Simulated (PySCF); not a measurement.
AlH3O3, SMILES [OH][Al]([OH])[OH] (connectivity only; charge and spin as stated), charge +1, multiplicity 2. Atoms are numbered in the order given.

```xyz
7

Al     0.0000     0.0000     0.0000
O     -1.6640     0.0000     0.0000
H     -2.6247     0.0000     0.0000
O      0.8320     1.4410     0.0000
H      1.3124     2.2731     0.0000
O      0.8320    -1.4410     0.0000
H      1.3124    -2.2731     0.0000
```
Charge +1, spin multiplicity 2.

The structure is a stationary point at PBE0-D3(BJ)/def2-SVP. The multiplicity is an assumed one; other spin states were not compared. The isomer is the one that the SMILES or the coordinates give; other isomers of the formula were not compared. One conformer was computed; it need not be the lowest.

Method: PBE0/def2-TZVPD run with PySCF.

```json
{
  "total_energy": "-469.43813 hartree",
  "point_group": "D3h",
  "α spin, highest occupied and lowest empty level": "-16.00 and -6.05 eV",
  "β spin, highest occupied and lowest empty level": "-14.98 and -12.65 eV",
  "dipole_moment_about_the_centre_of_nuclear_charge": "0.00 D",
  "mean_static_polarisability": "69.0 bohr³ (10.22 Å³)",
  "polarisability_principal_values": "23.5, 91.7, 91.7 bohr³",
  "⟨S²⟩": "0.762 (pure state 0.75)"
}
```
